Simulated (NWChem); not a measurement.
System: C₂H₈OSi; SMILES C[C@@H](O)[SiH3]

```xyz
12

C     -1.1489     1.2757     0.1480
C      0.0321     0.5004    -0.4038
O      1.2108     1.0794     0.1375
Si    -0.0296    -1.3566     0.0429
H     -1.0504     2.3425    -0.1080
H     -2.0995     0.9051    -0.2644
H     -1.1906     1.1984     1.2456
H      0.0211     0.5962    -1.5102
H      1.9737     0.6730    -0.2866
H     -0.1340    -1.5215     1.5240
H      1.2444    -1.9950    -0.4199
H     -1.1784    -2.0556    -0.6158
```
Atoms are numbered in this order, from 1.

Program: NWChem. Coordinates come from a PBE0/def2-SVP optimisation. Level: PBE0/def2-SVP with SMD (1 M gas to 1 M solution), gas-phase geometry. Reactions with the solvent are ignored.

For solvent toluene:

```
Quantity                                     Value
-------------------------------------------  -----
cavity-dispersion-structure term (kcal/mol)   -1.4
dipole in solution (D)                        1.36
```

**Question.** What are these values for solvent water?

**Answer.** The cavity-dispersion-structure term (kcal/mol) is 3.4 and the dipole in solution (D) is 1.72.
